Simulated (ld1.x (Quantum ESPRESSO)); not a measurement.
Ranking TM potentials for Ge

All share these settings but for the change named:

```json
{
 "Element": "germanium",
 "Generator": "ld1.x (Quantum ESPRESSO) 7.5",
 "Type": "norm-conserving Troullier–Martins (Kleinman–Bylander form)",
 "Functional": "PBEsol",
 "Relativity": "scalar-relativistic",
 "Frozen core": "[Ar]",
 "Valence charge": "14",
 "Reference configuration": "3d10 4s2 4p1.5 (charge +0.5)",
 "Partial waves": "4p (bound): rc 2.20 bohr; 3d (bound): rc 1.15 bohr; 4s (bound): rc 1.70 bohr",
 "Local potential": "the s channel",
 "Core correction": "none"
}
```

Cutoff: the first of the cutoffs (Ry, on a coarse ladder) from which the occupation-weighted sum of valence levels, in a spherical-Bessel basis at the reference potential, stays within 10 and 1 mRy of its value at 400 Ry; the density cutoff is not measured.

The base gives 230 Ry.

Of 5 variants that were run, those that failed, showed a ghost or another fault, or gave nearly equal values are left out.

(1) Rank these variants from softest to hardest (loose cutoff).
A. all radii scaled by about 1.16 (s 1.98, p 2.56, d 1.34 bohr)
B. all radii scaled by about 0.80 (s 1.36, p 1.76, d 0.92 bohr)
C. all radii scaled by about 0.87 (s 1.48, p 1.92, d 1.00 bohr)

Answers

(1) A (180 Ry), C (260 Ry), B (300 Ry).
